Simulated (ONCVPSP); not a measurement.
**Configuration tests for strontium (Sr) (ONCV)**

| Property | Result |
| --- | --- |
| Element | Sr (Z = 38) |
| Generator | ONCVPSP 4.0.1 |
| Type | optimised norm-conserving Vanderbilt (ONCV) |
| Functional | LDA (Perdew-Zunger) |
| Relativity | scalar-relativistic |
| Frozen core | [Ar] 3d10 |
| Valence charge | 10 |
| Reference configuration | 4s2 4p6 5s1.5 (charge +0.5) |
| Partial waves | 4s+5s: rc 2.15 bohr, ncon 4, nbas 7, qcut 5.6 1/bohr, 2 projectors; 4p: rc 2.30 bohr, ncon 4, nbas 7, qcut 6.6 1/bohr, 2 projectors, debl 2.5 Ha; d scattering state at 0.16 Ha: rc 2.10 bohr, ncon 4, nbas 9, qcut 3.9 1/bohr, 2 projectors, debl 3.5 Ha |
| Local potential | polynomial inside 1.45 bohr (lpopt 5, dvloc0 0 Ha) |
| Core correction | none |

In the d channel the program set the typed energies aside and used 0.050, 3.550 Ha.

Energies are relative to the spin-unpolarised reference configuration 4s2 4p6 5s1.5; without spin polarisation the order of configurations can differ from experiment.

```tsv
valence configuration	charge	ΔE all-electron (eV)	error AE − PS (meV)
4s2 4p6 5s1	+1	3.651	-0.3
4s2 4p6 5s0	+2	14.832	-1.5
```

Question: What are ΔE and the potential's error for 4s2 4p6 5s0 5p1?

Answer: ΔE = 6.693 eV all-electron; the error (AE − PS) is +0.3 meV.

Question: What are ΔE and the potential's error for 4s2 4p6 5s2?

Answer: ΔE = -2.413 eV all-electron; the error (AE − PS) is +0.1 meV.

Levels in the configuration 4s2 4p6 5s2:

```tsv
level	all-electron (eV)	pseudo (eV)
4s	-40.911	-40.909
4p	-22.854	-22.854
5s	-3.646	-3.646
```

Note: no bound ghost flagged; GHOST(+) flagged for s at 124.4 eV.
